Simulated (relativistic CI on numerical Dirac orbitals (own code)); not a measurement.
Computed by Dirac-Coulomb-Breit CI, separate exchange-only KLI orbitals for each configuration, model QED, unscaled Slater integrals (own radial code, finite nucleus).

The strongest absorption lines from the ground level of an ion, among the configurations computed and to levels below about 722 eV (vacuum wavelength in Å, gf): 27.843 (0.52), 28.494 (1.1), 28.697 (0.04), 32.732 (0.15), 33.650 (0.21), 93.628 (2.3), 119.18 (0.043), 138.74 (0.0006).

(1) Which ion is it?
A. Ge XV
B. Sr XXI
C. Kr XIX
D. Zr XXIII

## Answers

(1) C. Kr XIX has 18 electrons and the ground level 3s²3p⁶ ¹S0; the strongest line goes to 3s²3p⁵3d ¹P°1. The pattern of lines fixes the number of electrons, and along that sequence the line energies rise steadily with the charge (about as its square where n changes within one kind of shell, about linearly where n is kept but much faster in heavy ions where fine structure, which grows about as Z⁴, sets the gap, and irregularly where shells cross), which fixes Z. Configurations outside the model, such as inner-shell arrays, can give stronger lines. At this charge energies of transitions that change n are usually good to better than 1 %, and those within a shell (Δn = 0) to a few per cent.

LS names give the leading component of a level, which can be under half, so a name can repeat, a term be missing and a line seem to break the LS rules.
